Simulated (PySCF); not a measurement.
## A basis-limit estimate, worked out

An elementary step of SiH2SF2, closed shell (SiH₂SF₂ ([F][SiH]([F])[SH]) → SiF₂ + H₂S; bonds formed: S2–H3; bonds broken: Si1–S2, Si1–H3). “Start” is the structure reached by relaxing down from the saddle towards the reactants; PBE0-D4/def2-TZVP structures. The saddle:

Si1  (-0.410, 0.819, -0.191)
S2  (0.569, -1.408, -0.281)
H3  (0.868, 0.138, -0.922)
F4  (-0.536, 1.024, 1.385)
F5  (-1.875, 0.474, -0.715)
H6  (1.384, -1.046, 0.724)
(Å)

Program: PySCF 2.14 with density fitting (its default auxiliary sets; JK sets also for MP2 and CCSD(T)). Basis: def2-TZVPP and def2-QZVPP. Cores are frozen in the correlated methods.

Energies in eV:

| quantity | saddle | start |
| --- | --- | --- |
| Hartree–Fock, triple zeta (X = 3) | -24127.00991 | -24130.96149 |
| Hartree–Fock, quadruple zeta (X = 4) | -24127.85287 | -24131.79522 |
| MP2 correlation, X = 3 | -22.31638 | -21.56021 |
| MP2 correlation, X = 4 | -24.41240 | -23.64400 |
| CCSD(T) correlation, X = 3 | -23.87900 | -23.05527 |

(1) Work out the barrier at the basis limit: extrapolate Hartree–Fock as E(X) = E∞ + A exp(−7.88 √X) and the MP2 correlation as E(X) = E∞ + B X^−2.97 (the exponents that Neese and Valeev fitted for def2-TZVPP and QZVPP), then add CCSD(T) − MP2 in triple zeta.

No T1 diagnostic of these runs exceeds 0.016. The restricted Hartree–Fock reference is unstable towards an unrestricted one at one or more of these structures.

Answers

(1) Each step is linear, so take the differences first (saddle − start): Hartree–Fock 3.95158 (X = 3) and 3.94235 (X = 4); MP2 correlation -0.75617 and -0.76840; CCSD(T) correlation -0.82373.
Two points give E∞ = E(4) + w [E(4) − E(3)], with w = 1/(exp(7.88 (2 − √3)) − 1) = 0.1377 for Hartree–Fock and w = 1/((4/3)^2.97 − 1) = 0.7407 for the correlation.
Hartree–Fock: 3.94235 + 0.1377 × (-0.00923) = 3.9411 eV.
MP2 correlation: -0.76840 + 0.7407 × (-0.01223) = -0.7775 eV.
CCSD(T) − MP2: -0.82373 − (-0.75617) = -0.0676 eV.
Sum: 3.9411 + (-0.7775) + (-0.0676) = 3.0960 eV, or 71.40 kcal/mol. Plain CCSD(T) in triple zeta gives 3.1279 eV, so the larger basis shifts the result by -0.0319 eV.

Losses and insertions of silylenes and their heavier kin drive the gas-phase chemistry of silicon and germanium vapour deposition.

Labels in which every atom is bracketed show which atoms are joined, not bond orders.

For scale, one of the runs: CCSD(T)/def2-TZVPP, 174 basis functions, launched by `OMP_NUM_THREADS=4 python run.py`. Hardware: 4 CPU threads of an Arm Neoverse V2, shared host. Wall time 3.7 min; peak host memory 1.8 GiB.
